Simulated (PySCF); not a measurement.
C8H8N (charge +1).
SMILES: `C#Cc1ccc([NH3+])cc1`

Method used: TDDFT CAM-B3LYP/def2-SVPD, vertical, gas phase, core orbitals frozen in the response in PySCF 2.14.0, density-fitted response routines. Isolated species at its PBE0-D3(BJ)/def2-SVP geometry, gas phase.

Computed states:

```json
{"state": "S1", "E (eV)": "4.94", "f": "0.0000"}
{"state": "S2", "E (eV)": "4.98", "f": "0.260"}
{"state": "S3", "E (eV)": "5.05", "f": "0.077"}
{"state": "S4", "E (eV)": "5.83", "f": "0.0001"}
{"state": "S5", "E (eV)": "6.20", "f": "0.202"}
{"state": "S6", "E (eV)": "6.25", "f": "0.0007"}
```

Each state is given a Gaussian of 0.3 eV full width at half maximum, with ε(max) = 2.175×10⁸ f / Δν̃ (Δν̃ the width in cm⁻¹). The width is an assumption, not a result. The curve ends short of the highest state used, and states not computed would add to its high-energy end.

(1) What does the envelope look like, and where are its maxima?

(2) Coming from long wavelengths, where does ε first pass 100 L mol⁻¹ cm⁻¹?

(3) On this curve, what absorbance would a 10⁻³ mol/L sample give at 222 nm over a 1 cm path?

## Answers

(1) 
E (eV), ε (L mol⁻¹ cm⁻¹) and a bar:
```
     4.49         16 
     4.53         52 
     4.57        149 
     4.61        389 
     4.65        921 #
     4.69       1981 ##
     4.73       3870 ####
     4.77       6867 #######
     4.81      11070 ###########
     4.85      16224 #################
     4.89      21625 ######################
     4.93      26230 ###########################
     4.97      28971 ##############################
     5.01      29154 ##############################
     5.05      26747 ############################
     5.09      22386 #######################
     5.13      17102 ##################
     5.17      11932 ############
     5.21       7606 ########
     5.25       4431 #####
     5.29       2360 ##
     5.33       1149 #
     5.37        511 #
     5.41        208 
     5.45         77 
     5.49         26 
     5.53          9 
     5.57          4 
     5.61          4 
     5.65          6
```

Maxima: 248 nm (4.99 eV), ε about 29000, made up of S2 (79%) and S3 (21%) (ε in L mol⁻¹ cm⁻¹; maxima over ε = 5, shares over 10%). At its high-energy end, 5.65 eV, the curve is still rising (ε about 6.3, from S4 and S5).

(2) At about 272 nm (4.55 eV), 0.38 eV below S1.

(3) 222 nm is 5.585 eV, where ε is about 3.5 L mol⁻¹ cm⁻¹, so A = ε c l ≈ 0.0035 (Beer–Lambert, with the gas-phase spectrum and the assumed width).
